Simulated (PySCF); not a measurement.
CH₇Si₂, SMILES [SiH2]C[SiH3], multiplicity 2. Coordinates come from a PBE-D3(BJ)/def2-SVP optimisation. The isomer is the one that the SMILES or the coordinates give; other isomers of the formula were not compared.

Computed equilibrium geometry at PBE-D3(BJ)/def2-SVP (PySCF confirms it by a frequency run) as bond lengths and angles:
Atoms: Si1 C2 Si3 H4 H5 H6 H7 H8 H9 H10. Bonded distances (Å): Si1–C2 1.897, Si1–H4 1.510, Si1–H5 1.509, C2–Si3 1.896, C2–H6 1.114, C2–H7 1.111, Si3–H8 1.506, Si3–H9 1.505, Si3–H10 1.505. Angles (°): C2–Si1–H4 112.2, C2–Si1–H5 111.2, H4–Si1–H5 109.9, Si1–C2–Si3 114.6, Si1–C2–H6 108.6, Si1–C2–H7 108.9, Si3–C2–H6 108.7, Si3–C2–H7 108.8, H6–C2–H7 107.0, C2–Si3–H8 110.8, C2–Si3–H9 110.1, C2–Si3–H10 110.3, H8–Si3–H9 108.5, H8–Si3–H10 108.6, H9–Si3–H10 108.5.
Charge 0, spin multiplicity 2.
